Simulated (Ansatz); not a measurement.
CuCl₂⁻. The state is a singlet with charge -1. Geometry B3LYP-D4/def2-TZVPD, basis def2-TZVPD, Ansatz.

```csv
atom,x (Å),y (Å),z (Å)
Cu1,0.0000,-0.0001,-0.0001
Cl2,-1.9945,0.4956,-0.6558
Cl3,1.9946,-0.4955,0.6559
```

```csv
run,HOMO (eV),LUMO (eV)
A,-2.45,3.68
B,-0.78,3.28
C,-2.37,3.41
D,-4.80,4.56
E,-0.66,2.84
F,-0.56,2.84
```

The structure comes from a short search, and lower isomers may exist.

The runs used PBE, PBE0, r2SCAN, r2SCAN0, revPBE, ωB97X-V. Estimate which is which.

A r2SCAN0 (25 % exact exchange); B r2SCAN (0 % exact exchange); C PBE0 (25 % exact exchange); D ωB97X-V (range-separated); E PBE (0 % exact exchange); F revPBE (0 % exact exchange). Exact exchange lowers occupied and raises empty levels; among semilocal functionals meta-GGAs tend to open the gap a little, and such runs are hard to tell apart. The gap grows from 3.41 eV (revPBE) to 9.36 eV (ωB97X-V).
